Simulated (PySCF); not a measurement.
# Telling isomers of CH$_{12}$N$_{2}$Si$_{4}$ apart by NMR

- coordinates at the GFN2-xTB level
- shielding tensors at PBE0/pcSseg-1 (GIAO)
- program: PySCF 2.14.0 with density-fitted response routines
- one averaged value for each set of equivalent atoms, in vacuum, non-relativistic, one computed conformer

Scale: 1H, 13C against TMS (reference shieldings calculated alike). Where no couplings were computed, multiplicities follow the n + 1 count of equivalent neighbours, and m marks all less simple cases (inequivalent or close neighbours, rings, F or P nearby). Shifts are as computed. Against solution values, carbons near 30 ppm lie about +3 ppm off and those near 130 ppm about +5 ppm. Of 1211 compounds with measured shifts, 218 miss one by over three times the rms of a fit or turn the order of signals round; such compounds aren't used in these exercises. OH and NH positions are gas-phase values without hydrogen bonding to other molecules.

(1) Tabulate the signals of `N[Si@@H]1C[Si@@](N)([SiH3])[SiH2]1`, `N[Si@@H]1C[Si@](N)([SiH3])[SiH2]1` and their relative energies.

(2) What is the quickest way to tell N[Si@@H]1C[Si@@](N)([SiH3])[SiH2]1 from N[Si@@H]1C[Si@](N)([SiH3])[SiH2]1?

Answers

(1) 
```json
{"SMILES": "N[Si@@H]1C[Si@@](N)([SiH3])[SiH2]1", "carbon types": "1×CH2", "δC": "23.1", "δH": "5.99 (m, 1H), 4.31 (m, 1H), 4.25 (m, 1H), 3.47 (s, 3H), 0.73 (m, 1H), 0.65 (br s, 2H), 0.60 (m, 1H), 0.10 (br s, 2H)", "E rel. (kcal/mol)": "0.0"}
{"SMILES": "N[Si@@H]1C[Si@](N)([SiH3])[SiH2]1", "carbon types": "1×CH2", "δC": "28.3", "δH": "5.60 (m, 1H), 4.35 (m, 1H), 4.21 (m, 1H), 3.55 (s, 3H), 1.21 (m, 1H), 0.92 (m, 1H), 0.32 (br s, 2H), -0.12 (br s, 2H)", "E rel. (kcal/mol)": "1.1"}
```

Energies are electronic energies at PBE0/pcSseg-1 on these geometries, without zero-point or thermal terms, each for the one conformer computed, which needn't be the lowest.

(2) Both give the same number of carbon signals, with the same numbers of each carbon type, so the positions decide. The first has an sp3 CH2 bonded to 2 Si at 23.1 ppm, the second an sp3 CH2 bonded to 2 Si at 28.3 ppm.
